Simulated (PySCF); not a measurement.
**Relaxation of singlet GaI₃**

Computed with B3LYP/[Ga def2-SVP, I def2-SVP with ECP28], scalar-relativistic core potentials, density fitting, no spin–orbit coupling, PySCF. A (50,194) grid was used.

A hand-made trigonal planar start, of D3h symmetry, held to at least that symmetry:

Coordinates in bohr (charge 0 multiplicity 1):
```
Ga    0.0000    0.0000    0.0000
I     4.8566    0.0000    0.0000
I    -2.4283    4.2060    0.0000
I    -2.4283   -4.2059    0.0000
```

Q: What forces act on the atoms at the start (eV/Å)?

A: 
| atom | Fx | Fy | Fz |
| --- | --- | --- | --- |
| Ga1 | -0.01 | 0.00 | 0.00 |
| I2 | -0.62 | 0.00 | 0.00 |
| I3 | 0.31 | -0.54 | 0.00 |
| I4 | 0.31 | 0.54 | 0.00 |

Q: What does it relax to?

A: It ends at D3h with Ga–I 2.504 Å (×3); I–Ga–I 120.0° (×3). A frequency run shows a minimum. Other isomers or separated fragments may lie lower.

Q: How much energy is released, and in how many steps?

A: 6.3 kJ/mol in 3 steps.

The relaxation took of the order of 60 core-seconds on a shared host.
